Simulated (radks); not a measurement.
Values are calculated unless marked as measured or tabulated.
Initial-state core-level shifts of the silicon ion Si+ when its valence configuration changes from [Ne] 3s2 3p1. Level of theory: scalar-relativistic Kohn-Sham, PBE, spin-polarised, spherical densities, point nucleus; open shells are filled with parallel spins first (a radial shooting solver on a logarithmic mesh with Libxc functionals). Shifts are changes of the shell-averaged eigenvalues in eV (positive: less bound).

valence,1s,2s,2p
3s1 3p2,-1.048,-1.062,-1.045
3p3,-2.613,-2.590,-2.559
3s1.5 3p1.5,-0.607,-0.603,-0.596
